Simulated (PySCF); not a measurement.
## Distorted geometries of [Lu(H2O)]3+

[Lu(H2O)]3+ (singlet in the valence; each metal's 4f electrons, 14 of them, lie in its core potential, out of spins and levels). PySCF 2.14.0, RKS r2SCAN, Lu lcecp-1-SVP with ECP60, O def2-SVP, H def2-SVP; non-relativistic Hamiltonian with scalar-relativistic core potentials where named; density fitting; no spin-orbit coupling. Relaxed geometry:

```xyz
4

Lu    0.0000    0.0000   -0.0517
O     0.0000    0.0000    2.0677
H     0.7827    0.0000    2.7019
H    -0.7827    0.0000    2.7019
```

Question: Order these distorted geometries by energy above the relaxed one, lowest first.
A.
```xyz
4

Lu   -0.1052    0.0430    0.0410
O     0.0598    0.2048    1.9943
H     0.8549   -0.0862    2.8292
H    -0.8095   -0.1615    2.5554
```
B.
```xyz
4

Lu    0.0662   -0.0115   -0.1262
O    -0.0614   -0.0114    2.1324
H     0.7619    0.0134    2.7256
H    -0.7666    0.0095    2.6881
```
C.
```xyz
4

Lu   -0.2463    0.1439   -0.0525
O     0.0955   -0.1833    2.0140
H     0.8808    0.0137    2.7299
H    -0.7299    0.0257    2.7285
```

Answer: B (0.42 eV), C (0.45 eV), A (0.99 eV).

Question: Which forces (eV/Å) act in the one that lies 0.45 eV up?

Answer: 
```
Lu   0.27 -0.32  0.09
O   -1.14  2.17  3.38
H   -1.11 -0.84 -1.73
H    1.98 -1.01 -1.75
```
Forces carry noise of the integration grid, about 0.01 to 0.03 eV/Å.

No frequency check is given that shows the relaxed geometry to be a minimum. An lcecp potential fixes the number of 4f electrons, so in runs with it no electron can move into or out of that shell.
